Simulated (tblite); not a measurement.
Species: C₄H₈Si.
Numbering: `[CH3:1][C:2]#[C:3][SiH2:4][CH3:5]` (hydrogens: H6, H7, H8 on C1; H9, H10 on Si4; H11, H12, H13 on C5)

Structure optimised with GFN2-xTB, isolated species.

Q: List the bond lengths and angles at this level.

A: 
```csv
bond,length (bohr),order
C1–C2,2.733,single
C2≡C3,2.278,triple
C3–Si4,3.488,single
Si4–C5,3.588,single
"C1–H6, C1–H7, C1–H8",2.060,single
"Si4–H9, Si4–H10",2.778,single
"C5–H11, C5–H12, C5–H13",2.053,single
```

Bonds in one row agree within 0.02 bohr and their mean is given. Orders are formal, as drawn. A selection of angles:
```csv
angle,degrees
C2–C1–H6,110.0
H6–C1–H7,108.9
C1–C2–C3,179.9
C2–C3–Si4,179.8
C3–Si4–C5,108.4
C3–Si4–H9,108.7
C5–Si4–H9,110.1
H9–Si4–H10,110.6
Si4–C5–H11,111.3
H11–C5–H12,107.6
```

The 5 heavy atoms lie in one plane (0.000 Å rms). Si4 (SiH2 silicon) is tetrahedral (angles from 108.4° to 110.6°). The C–Si distances run from 1.846 Å (C3–Si4, drawn single) to 1.898 Å (Si4–C5, drawn single), a spread of 0.052 Å. The C–C distances run from 1.205 Å (C2≡C3, drawn triple) to 1.446 Å (C1–C2, drawn single), a spread of 0.241 Å.

Its lowest GFN2-xTB frequency is 11i cm⁻¹, too small to tell a flat minimum from a shallow saddle. 2 starts were optimised and ended at 0.00 and 0.02 kcal/mol (GFN2-xTB); the lowest of these is shown.

The run took 0.17 s wall on one thread of an Arm Neoverse V2, shared host. That covers the optimisation of the geometry.

These are computed values.
